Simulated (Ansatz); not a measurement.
Basis-set series for C5H13NO2Si2, SMILES `C=C[Si@@H](O)N(C)[Si@@H](O)C=C`. Total charge 0; spin multiplicity 1. Geometry: relaxed with PBE0-D4/def2-TZVP. It is one conformer, not always the lowest.

```json
{"functional": "PBE0-D4", "basis": "def2-SVP", "functions": "213", "energy (Eh)": "-981.46385", "HOMO (eV)": "-6.96", "LUMO (eV)": "-0.16"}
{"functional": "PBE0-D4", "basis": "def2-QZVPP", "functions": "986", "energy (Eh)": "-982.19428", "HOMO (eV)": "-7.09", "LUMO (eV)": "-0.49"}
{"functional": "ωB97M-V", "basis": "def2-SVP", "functions": "213", "energy (Eh)": "-981.94364", "HOMO (eV)": "-9.23", "LUMO (eV)": "2.01"}
{"functional": "ωB97M-V", "basis": "def2-QZVPP", "functions": "986", "energy (Eh)": "-982.69012", "HOMO (eV)": "-9.38", "LUMO (eV)": "1.07"}
```

**Question.** Give the rows for def2-TZVPP. (An estimate is asked.)

**Answer.** Computed: 
| functional | basis | functions | energy (Eh) | HOMO (eV) | LUMO (eV) |
| --- | --- | --- | --- | --- | --- |
| PBE0-D4 | def2-TZVPP | 514 | -982.15092 | -7.07 | -0.42 |
| ωB97M-V | def2-TZVPP | 514 | -982.64953 | -9.36 | 1.52 |

Positive LUMOs are unbound and depend on the basis.
